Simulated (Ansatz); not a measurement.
Nudged elastic band run: C$_{4}$H$_{11}$ClSi

input.yaml

```yaml
crystal:
  periodic: [false, false, false]
  atoms:
    - { symbol: C, position_ang: [-1.441447, -2.025025, -1.328417] }
    - { symbol: Si, position_ang: [-0.575436, -1.099123, 0.036445] }
    - { symbol: C, position_ang: [-0.099684, 0.617879, -0.563208] }
    - { symbol: C, position_ang: [0.354256, 1.530209, 0.585497] }
    - { symbol: C, position_ang: [1.644559, 1.061715, 1.278947] }
    - { symbol: Cl, position_ang: [0.644275, 3.245982, -0.065789] }
    - { symbol: H, position_ang: [-2.350758, -1.498134, -1.647109] }
    - { symbol: H, position_ang: [-0.790703, -2.136325, -2.206023] }
    - { symbol: H, position_ang: [-1.732837, -3.03006, -0.995019] }
    - { symbol: H, position_ang: [0.616179, -1.817944, 0.447522] }
    - { symbol: H, position_ang: [-1.449778, -0.960255, 1.186652] }
    - { symbol: H, position_ang: [-0.967049, 1.081854, -1.060193] }
    - { symbol: H, position_ang: [0.709347, 0.551119, -1.308261] }
    - { symbol: H, position_ang: [-0.458698, 1.654565, 1.331652] }
    - { symbol: H, position_ang: [2.460585, 0.972334, 0.544616] }
    - { symbol: H, position_ang: [1.474843, 0.07441, 1.741352] }
    - { symbol: H, position_ang: [1.943447, 1.776099, 2.061536] }
basis:
  gaussian: { orbitals: STO-3G }
hamiltonian:
  xc: lda
neb:
  order_check: false
  images: 8
  f_tol: 0.05
  max_iterations: 60
  climbing: false
  final_atoms:
    - { symbol: C, position_ang: [-1.41890429, -2.0329575, -1.34167325] }
    - { symbol: Si, position_ang: [-0.51293984, -1.12990069, 0.01246237] }
    - { symbol: C, position_ang: [-0.16980509, 0.6398814, -0.52076429] }
    - { symbol: C, position_ang: [0.31118563, 1.51584986, 0.64525381] }
    - { symbol: C, position_ang: [1.66923171, 1.08655036, 1.22515269] }
    - { symbol: Cl, position_ang: [0.46176815, 3.27751133, 0.074983] }
    - { symbol: H, position_ang: [-0.82374884, -2.06248755, -2.26391467] }
    - { symbol: H, position_ang: [-1.63334016, -3.06846639, -1.04538825] }
    - { symbol: H, position_ang: [-2.37417742, -1.54299943, -1.57194075] }
    - { symbol: H, position_ang: [0.73929874, -1.8010506, 0.30727634] }
    - { symbol: H, position_ang: [-1.31492977, -1.09841962, 1.22175349] }
    - { symbol: H, position_ang: [-1.09182015, 1.07948349, -0.93447527] }
    - { symbol: H, position_ang: [0.58978158, 0.65746672, -1.31871393] }
    - { symbol: H, position_ang: [-0.45441261, 1.5525359, 1.44867861] }
    - { symbol: H, position_ang: [2.43745707, 1.08773264, 0.43597882] }
    - { symbol: H, position_ang: [1.58644107, 0.0663728, 1.63701308] }
    - { symbol: H, position_ang: [1.98001524, 1.77219727, 2.0285182] }
  initial_path:
    images:
      - { positions_ang: [[-1.441447, -2.025025, -1.328417], [-0.575436, -1.099123, 0.036445], [-0.099684, 0.617879, -0.563208], [0.354256, 1.530209, 0.585497], [1.644559, 1.061715, 1.278947], [0.644275, 3.245982, -0.065789], [-2.350758, -1.498134, -1.647109], [-0.790703, -2.136325, -2.206023], [-1.732837, -3.03006, -0.995019], [0.616179, -1.817944, 0.447522], [-1.449778, -0.960255, 1.186652], [-0.967049, 1.081854, -1.060193], [0.709347, 0.551119, -1.308261], [-0.458698, 1.654565, 1.331652], [2.460585, 0.972334, 0.544616], [1.474843, 0.07441, 1.741352], [1.943447, 1.776099, 2.061536]] }
      - { positions_ang: [[-1.42565892, -2.03907924, -1.34016874], [-0.60332677, -1.10586296, 0.03812223], [-0.12927886, 0.61804162, -0.53778442], [0.36741924, 1.52751914, 0.60765995], [1.66820744, 1.0750767, 1.24475953], [0.58380735, 3.24079031, -0.02485667], [-2.12798916, -1.47859313, -1.7908806], [-0.77594235, -2.31376528, -2.07851004], [-1.87903861, -2.8760006, -1.0428841], [0.59012725, -1.82481277, 0.47602436], [-1.5038912, -0.98138298, 1.18343592], [-0.99187521, 1.08387504, -1.01236357], [0.65895255, 0.55910427, -1.29821614], [-0.43671004, 1.62007224, 1.3857813], [2.45969075, 1.00796849, 0.49244424], [1.54307259, 0.09338012, 1.71017839], [1.98353493, 1.79296904, 2.02745836]] }
      - { positions_ang: [[-1.40987084, -2.05313347, -1.35192048], [-0.63121753, -1.11260291, 0.03979947], [-0.15887373, 0.61820424, -0.51236084], [0.38058248, 1.52482928, 0.6298229], [1.69185587, 1.08843839, 1.21057206], [0.5233397, 3.23559861, 0.01607566], [-1.90522031, -1.45905227, -1.93465221], [-0.76118169, -2.49120556, -1.95099707], [-2.02524021, -2.7219412, -1.09074919], [0.5640755, -1.83168153, 0.50452672], [-1.5580044, -1.00251096, 1.18021983], [-1.01670141, 1.08589607, -0.96453414], [0.6085581, 0.56708953, -1.28817127], [-0.41472207, 1.58557948, 1.43991059], [2.4587965, 1.04360297, 0.44027248], [1.61130218, 0.11235024, 1.67900478], [2.02362287, 1.80983907, 1.99338071]] }
      - { positions_ang: [[-1.39408276, -2.06718771, -1.36367222], [-0.6591083, -1.11934287, 0.0414767], [-0.18846859, 0.61836686, -0.48693727], [0.39374573, 1.52213942, 0.65198585], [1.71550431, 1.10180009, 1.1763846], [0.46287205, 3.23040692, 0.057008], [-1.68245147, -1.4395114, -2.07842381], [-0.74642104, -2.66864584, -1.82348411], [-2.17144182, -2.5678818, -1.13861429], [0.53802375, -1.8385503, 0.53302908], [-1.6121176, -1.02363894, 1.17700375], [-1.04152762, 1.08791711, -0.91670471], [0.55816365, 0.5750748, -1.27812641], [-0.39273411, 1.55108672, 1.49403989], [2.45790225, 1.07923746, 0.38810072], [1.67953176, 0.13132036, 1.64783117], [2.0637108, 1.82670911, 1.95930307]] }
      - { positions_ang: [[-1.37829468, -2.08124194, -1.37542396], [-0.68699906, -1.12608283, 0.04315394], [-0.21806345, 0.61852947, -0.46151369], [0.40690897, 1.51944956, 0.6741488], [1.73915274, 1.11516179, 1.14219713], [0.4024044, 3.22521523, 0.09794033], [-1.45968262, -1.41997053, -2.22219542], [-0.73166038, -2.84608612, -1.69597115], [-2.31764343, -2.4138224, -1.18647938], [0.511972, -1.84541906, 0.56153143], [-1.6662308, -1.04476692, 1.17378767], [-1.06635382, 1.08993815, -0.86887528], [0.5077692, 0.58306006, -1.26808155], [-0.37074614, 1.51659396, 1.54816918], [2.457008, 1.11487194, 0.33592896], [1.74776135, 0.15029048, 1.61665756], [2.10379873, 1.84357915, 1.92522542]] }
      - { positions_ang: [[-1.37578993, -2.08212333, -1.37689688], [-0.68005504, -1.12950257, 0.0404892], [-0.22585469, 0.62097419, -0.45679772], [0.40212337, 1.5178541, 0.68078844], [1.74189415, 1.11792127, 1.13621998], [0.38212586, 3.22871849, 0.11358166], [-1.29001494, -1.48267648, -2.29072938], [-0.82528673, -2.94965738, -1.56701173], [-2.38890347, -2.24859344, -1.2505818], [0.52565197, -1.84354202, 0.54594858], [-1.65124766, -1.06011854, 1.17768784], [-1.08021729, 1.08967476, -0.85490664], [0.49448415, 0.59487648, -1.26924298], [-0.37026999, 1.5052574, 1.56117214], [2.45443823, 1.12769401, 0.32385816], [1.76016114, 0.14939745, 1.60506435], [2.10786187, 1.84314562, 1.92155678]] }
      - { positions_ang: [[-1.38656852, -2.06983187, -1.36809097], [-0.63827624, -1.1296021, 0.0334825], [-0.21184229, 0.62570099, -0.47278936], [0.37938893, 1.51735304, 0.67190478], [1.72372854, 1.11007854, 1.15845316], [0.40203643, 3.2409167, 0.103932], [-1.17344841, -1.62762925, -2.2840257], [-1.02730009, -2.97935963, -1.43660586], [-2.38522196, -2.07219494, -1.33092154], [0.57906366, -1.83291916, 0.48628052], [-1.56716819, -1.06969381, 1.18870425], [-1.083118, 1.08712694, -0.8747988], [0.51830851, 0.61052404, -1.28161072], [-0.39130564, 1.51707702, 1.53304876], [2.45019294, 1.11770367, 0.35188832], [1.71673112, 0.12864129, 1.61305153], [2.07590021, 1.82540854, 1.94829713]] }
      - { positions_ang: [[-1.39734711, -2.05754041, -1.35928506], [-0.59649744, -1.12970163, 0.02647579], [-0.19782989, 0.63042779, -0.48878101], [0.3566545, 1.51685198, 0.66302113], [1.70556293, 1.10223582, 1.18068633], [0.421947, 3.25311491, 0.09428233], [-1.05688189, -1.77258202, -2.27732203], [-1.22931345, -3.00906189, -1.30619999], [-2.38154045, -1.89579644, -1.41126127], [0.63247535, -1.82229631, 0.42661246], [-1.48308872, -1.07926908, 1.19972066], [-1.08601872, 1.08457913, -0.89469095], [0.54213287, 0.6261716, -1.29397846], [-0.4123413, 1.52889665, 1.50492537], [2.44594765, 1.10771333, 0.37991849], [1.67330111, 0.10788513, 1.62103872], [2.04393855, 1.80767145, 1.97503749]] }
      - { positions_ang: [[-1.4081257, -2.04524896, -1.35047916], [-0.55471864, -1.12980116, 0.01946908], [-0.18381749, 0.6351546, -0.50477265], [0.33392006, 1.51635092, 0.65413747], [1.68739732, 1.09439309, 1.20291951], [0.44185758, 3.26531312, 0.08463266], [-0.94031537, -1.91753479, -2.27061835], [-1.43132681, -3.03876414, -1.17579412], [-2.37785894, -1.71939794, -1.49160101], [0.68588705, -1.81167345, 0.3669444], [-1.39900925, -1.08884435, 1.21073708], [-1.08891944, 1.08203131, -0.91458311], [0.56595723, 0.64181916, -1.30634619], [-0.43337696, 1.54071628, 1.47680199], [2.44170236, 1.09772298, 0.40794865], [1.62987109, 0.08712896, 1.6290259], [2.0119769, 1.78993436, 2.00177784]] }
      - { positions_ang: [[-1.41890429, -2.0329575, -1.34167325], [-0.51293984, -1.12990069, 0.01246237], [-0.16980509, 0.6398814, -0.52076429], [0.31118563, 1.51584986, 0.64525381], [1.66923171, 1.08655036, 1.22515269], [0.46176815, 3.27751133, 0.074983], [-0.82374884, -2.06248755, -2.26391467], [-1.63334016, -3.06846639, -1.04538825], [-2.37417742, -1.54299943, -1.57194075], [0.73929874, -1.8010506, 0.30727634], [-1.31492977, -1.09841962, 1.22175349], [-1.09182015, 1.07948349, -0.93447527], [0.58978158, 0.65746672, -1.31871393], [-0.45441261, 1.5525359, 1.44867861], [2.43745707, 1.08773264, 0.43597882], [1.58644107, 0.0663728, 1.63701308], [1.98001524, 1.77219727, 2.0285182]] }
```

Command:

```bash
$ ansatz run input.yaml --threads 1 --pin off --max-ram 2048MiB --backend cpu --events-out ev --progress --plain --runs-dir out
```

Output, in part (warnings, iteration lines, the closing report on the highest movable image, with atoms numbered from 0):

```
NEB end point (image 0): max|allowed force component| = 1.011e-2 eV/Å (the criterion of neb.relax_end_points is 1.000e-2)
NEB end point (image 9): max|allowed force component| = 7.096e-3 eV/Å (the criterion of neb.relax_end_points is 1.000e-2)
NEB iter   1: max|band force component| = 7.161e0 eV/Å  barrier→ = 1.5023 eV  barrier← = 1.5023 eV  Δτ_max = 0.1420 Å  (216 SCF iters)
NEB iter   2: max|band force component| = 8.863e-1 eV/Å  barrier→ = 0.0932 eV  barrier← = 0.0932 eV  Δτ_max = 0.0516 Å  (194 SCF iters)
NEB iter   3: max|band force component| = 2.500e-1 eV/Å  barrier→ = 0.0565 eV  barrier← = 0.0566 eV  Δτ_max = 0.0254 Å  (194 SCF iters)
NEB iter   4: max|band force component| = 9.228e-2 eV/Å  barrier→ = 0.0510 eV  barrier← = 0.0510 eV  Δτ_max = 0.0090 Å  (191 SCF iters)
NEB iter   5: max|band force component| = 2.148e-2 eV/Å  barrier→ = 0.0505 eV  barrier← = 0.0505 eV  Δτ_max = 0.0000 Å  (331 SCF iters)
Total energy: -24334.23424368 eV, -894.2666141188 hartree
Atom 0 at    -1.359084    -2.054069    -1.368192 Å, force    -0.006001    -0.005520     0.004833 eV/Å
Atom 1 at    -0.617939    -1.106887     0.063391 Å, force    -0.002649    -0.006331     0.004801 eV/Å
Atom 2 at    -0.211783     0.645944    -0.480961 Å, force    -0.005347     0.018242     0.001553 eV/Å
Atom 3 at     0.329798     1.513224     0.665485 Å, force     0.007740    -0.010494    -0.003652 eV/Å
Atom 4 at     1.716710     1.078957     1.168300 Å, force    -0.008891     0.000071     0.002983 eV/Å
Atom 5 at     0.454912     3.278911     0.099312 Å, force    -0.000492    -0.004615    -0.001497 eV/Å
Atom 6 at    -1.364777    -1.443260    -2.280587 Å, force     0.003017    -0.002198    -0.001275 eV/Å
Atom 7 at    -0.786928    -2.966356    -1.580130 Å, force    -0.001082     0.000466     0.001505 eV/Å
Atom 8 at    -2.394987    -2.349195    -1.157252 Å, force     0.002147     0.007755    -0.001207 eV/Å
Atom 9 at     0.590574    -1.759192     0.532902 Å, force    -0.000359     0.002655    -0.007417 eV/Å
Atom 10 at    -1.552258    -1.033144     1.171863 Å, force     0.009557    -0.002172    -0.000479 eV/Å
Atom 11 at    -1.125938     1.117502    -0.877018 Å, force    -0.000774    -0.003172    -0.000286 eV/Å
Atom 12 at     0.528375     0.629192    -1.297129 Å, force     0.002923     0.001472     0.001876 eV/Å
Atom 13 at    -0.392187     1.547558     1.508621 Å, force    -0.002155     0.003988    -0.005367 eV/Å
Atom 14 at     2.441194     1.090542     0.338872 Å, force     0.000520     0.002162     0.003411 eV/Å
Atom 15 at     1.656081     0.053721     1.570956 Å, force     0.002386     0.000318     0.000470 eV/Å
Atom 16 at     2.069338     1.755851     1.961765 Å, force    -0.000540    -0.002627    -0.000252 eV/Å
Dipole moment:    -0.057454    -0.589496     0.071691 e Å
```

The forces met the threshold. No image climbed, so the highest image needn't sit at the top of the path. Limits of this set-up: minimal basis.

Final band (atoms are numbered from 1 in the order of the input):

```json
{"image": "0", "path coordinate (Å)": "0.00", "energy (eV)": "0.000", "dihedral H7–C1–Si2–C3 (°)": "-60"}
{"image": "1", "path coordinate (Å)": "0.42", "energy (eV)": "0.004", "dihedral H7–C1–Si2–C3 (°)": "-49"}
{"image": "2", "path coordinate (Å)": "0.83", "energy (eV)": "0.016", "dihedral H7–C1–Si2–C3 (°)": "-37"}
{"image": "3", "path coordinate (Å)": "1.25", "energy (eV)": "0.033", "dihedral H7–C1–Si2–C3 (°)": "-24"}
{"image": "4", "path coordinate (Å)": "1.66", "energy (eV)": "0.047", "dihedral H7–C1–Si2–C3 (°)": "-11"}
{"image": "5", "path coordinate (Å)": "2.08", "energy (eV)": "0.051", "dihedral H7–C1–Si2–C3 (°)": "4"}
{"image": "6", "path coordinate (Å)": "2.49", "energy (eV)": "0.040", "dihedral H7–C1–Si2–C3 (°)": "18"}
{"image": "7", "path coordinate (Å)": "2.91", "energy (eV)": "0.022", "dihedral H7–C1–Si2–C3 (°)": "33"}
{"image": "8", "path coordinate (Å)": "3.32", "energy (eV)": "0.006", "dihedral H7–C1–Si2–C3 (°)": "47"}
{"image": "9", "path coordinate (Å)": "3.74", "energy (eV)": "0.000", "dihedral H7–C1–Si2–C3 (°)": "60"}
```

The run took 100 s on 1 thread of Intel(R) Xeon(R) Platinum 8488C (Sapphire Rapids), on a shared host, peak memory 0.13 GiB.
